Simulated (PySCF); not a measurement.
Vibration and rotation of RbLi⁻

ROHF-CCSD(T) constants of RbLi⁻, ²Σ⁺ (doublet), unpaired electrons σ ↑ (PySCF, scalar-relativistic core potentials, basis sets Rb def2-SVPD with ECP28, Li def2-SVPD; masses 84.9118 and 7.0160 u):

* ωe: 113.6 cm⁻¹
* ωexe: 0.947 cm⁻¹
* Be: 0.1594 cm⁻¹
* αe: 0.00208 cm⁻¹
* De to Rb + Li⁻: 0.53 eV

Q: What force constant and bond length do these constants imply?

A: Reduced mass μred = 6.4805 u; k = 5.8918×10⁻⁷·μred·ωe² (u, cm⁻¹, mdyn/Å) = 0.0493 mdyn/Å; Re = √(16.8576/(μred·Be)) (u, cm⁻¹, Å) = 4.040 Å.

Q: Estimate the centrifugal constant D from the Kratzer relation and find the Dunham coefficient a1.

A: D = 4Be³/ωe² = 1.26e-06 cm⁻¹; a1 = −1 − αeωe/(6Be²) = -2.55.

Correlated steps freeze no core orbitals. Correlated levels converge slowly with the basis: in double zeta they bind strong bonds too weakly, by up to about 1 eV, and carry superposition errors of some tenths. Spin–orbit coupling is left out. For an ion De counts to the pair picked by the measured ionisation energies or electron affinities, which need not be the lowest pair at this level. The CCSD T1 diagnostic is raised, a sign that a single reference may not be enough here. The state is the lowest determinant that a PBE0 search found; another state may lie lower at other levels.
